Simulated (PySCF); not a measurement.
**Which determinant of NiBr lies lowest?**

Unrestricted PBE0; basis Ni def2-TZVPPD, Br def2-TZVPPD; no relativity; PySCF 2.14. Outer shells of the fragments: Ni 3d8 4s2; Br 3d10 4s2 4p5.

Followed along the bond (rough minima from three points):

```
2Ms+1       unpaired  ⟨S²⟩ at the start  R at minimum (Å)  Te (eV)
    4      σ ↑, π ↑↑               3.76              2.27     0.00
    2  σ ↓, π ↑, δ ↑               1.74              2.30     0.16
    4  σ ↑, π ↑, δ ↑               3.76              2.30     0.28
    2      σ ↓, π ↑↑               1.76              2.27     0.29
    2  σ ↓, π ↑, δ ↑               1.76              2.30     0.55
```

Solutions found at the starting distance of 2.170 Å, counted from the lowest of them; the search is not exhaustive and high or unbound solutions are not listed, so other states can lie among these:

```tsv
2Ms+1	unpaired	term	E (eV)	⟨S²⟩	⟨Lz²⟩	μ (D)
4	σ ↑, π ↑↑	⁴Σ⁻	0.00	3.76	0.00	-0.78
2	σ ↓, π ↑, δ ↑	mixed	0.20	1.74	3.44	-1.11
2	σ ↓, π ↑↑	mixed	0.28	1.76	0.00	-0.65
4	σ ↑, π ↑, δ ↑	mixed	0.31	3.76	5.01	-1.18
2	σ ↓, π ↑, δ ↑	mixed	0.58	1.76	5.01	-0.91
2	σ ↑	mixed	2.07	1.19	2.01	1.41
4	σ ↑, π ↑↑	mixed	2.87	3.76	2.03	3.40
2	σ ↓, π ↑↑	mixed	3.06	1.76	2.01	3.56
2	π ↑↓, δ ↑	mixed	3.39	1.76	4.50	-1.32
4	π ↑↑↑	⁴Π	3.44	3.76	1.01	-1.05
```

A term symbol is given only where ⟨S²⟩ and ⟨Lz²⟩ are close to those of a pure state; real π, δ and φ orbitals otherwise mix terms. A positive dipole means Ni(−)Br(+).

Spin–orbit coupling is left out. Counting both spins, an empty level lies below a filled one in some of these solutions, because spin and occupation are held. With d or f electrons several states lie close, and the lowest PBE0 determinant need not be the measured ground state.
